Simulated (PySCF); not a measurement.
# Nonlinear optical response: `C(=CSC)=CB(C)C`, C6H11BS

Molfile (atoms numbered from 1):
```
C6H11BS
     RDKit          3D

 19 18  0  0  0  0  0  0  0  0999 V2000
    2.7683    0.7751   -0.2383 C   0  0  0  0  0  0  0  0  0  0  0  0
    3.2622   -0.3984    1.0333 S   0  0  0  0  0  0  0  0  0  0  0  0
    1.7772   -1.3261    1.2235 C   0  0  0  0  0  0  0  0  0  0  0  0
    0.6740   -1.1961    0.5288 C   0  0  0  0  0  0  0  0  0  0  0  0
   -0.4564   -1.0064   -0.1250 C   0  0  0  0  0  0  0  0  0  0  0  0
   -1.5325    0.0208    0.3644 B   0  0  0  0  0  0  0  0  0  0  0  0
   -2.9112    0.0904   -0.3884 C   0  0  0  0  0  0  0  0  0  0  0  0
   -1.2440    0.9643    1.5868 C   0  0  0  0  0  0  0  0  0  0  0  0
    1.9211    1.3885    0.1020 H   0  0  0  0  0  0  0  0  0  0  0  0
    2.4966    0.2593   -1.1709 H   0  0  0  0  0  0  0  0  0  0  0  0
    3.6377    1.4213   -0.4202 H   0  0  0  0  0  0  0  0  0  0  0  0
    1.8378   -2.0748    2.0221 H   0  0  0  0  0  0  0  0  0  0  0  0
   -0.6253   -1.5995   -1.0368 H   0  0  0  0  0  0  0  0  0  0  0  0
   -2.8735   -0.2343   -1.4395 H   0  0  0  0  0  0  0  0  0  0  0  0
   -3.4087    1.0701   -0.3216 H   0  0  0  0  0  0  0  0  0  0  0  0
   -3.5771   -0.6263    0.1329 H   0  0  0  0  0  0  0  0  0  0  0  0
   -1.0088    1.9639    1.1720 H   0  0  0  0  0  0  0  0  0  0  0  0
   -0.3921    0.6621    2.2134 H   0  0  0  0  0  0  0  0  0  0  0  0
   -2.1343    1.1146    2.2188 H   0  0  0  0  0  0  0  0  0  0  0  0
  1  2  1  0
  2  3  1  0
  3  4  2  0
  4  5  2  0
  5  6  1  0
  6  7  1  0
  6  8  1  0
  1  9  1  0
  1 10  1  0
  1 11  1  0
  3 12  1  0
  5 13  1  0
  7 14  1  0
  7 15  1  0
  7 16  1  0
  8 17  1  0
  8 18  1  0
  8 19  1  0
M  END
```

Method: PySCF 2.14.0, quadratic response CAM-B3LYP/aug-cc-pVDZ first hyperpolarisability, Taylor convention, gas phase. Geometry: PBE0-D3(BJ)/def2-SVP.

Task: Give β for the processes computed.

Result: In au, Taylor convention; the vector part is βᵢ = ⅓ Σⱼ (βᵢⱼⱼ + βⱼᵢⱼ + βⱼⱼᵢ); β∥ is 3/5 of the vector part along the dipole, the dipole points from − to +:
| process | λ (nm) | β vector norm | β∥ | β HRS | depolarisation ratio |
| --- | --- | --- | --- | --- | --- |
| static β(0;0,0) | ∞ | 233.7 | -57.9 | 95.3 | 5.26 |
| second harmonic β(−2ω;ω,ω) | 1907 | 255.4 | -64.7 | 103.8 | 5.32 |
| Pockels β(−ω;ω,0) | 1907 | 240.7 | -60.1 | – | – |
| second harmonic β(−2ω;ω,ω) | 1064 | 314.4 | -83.7 | 127.1 | 5.41 |
| Pockels β(−ω;ω,0) | 1064 | 257.0 | -65.3 | – | – |

Task: Which lowest excitations, dipole and polarisabilities go with it?

Result: S1 3.53 eV (f = 0.000); S2 5.16 eV (f = 0.001); S3 5.38 eV (f = 0.003); dipole 1.05 D; isotropic α 115.8 au static, 116.3 au at 1907 nm, 117.3 au at 1064 nm, 117.7 au at 953.5 nm, 122.4 au at 532 nm.
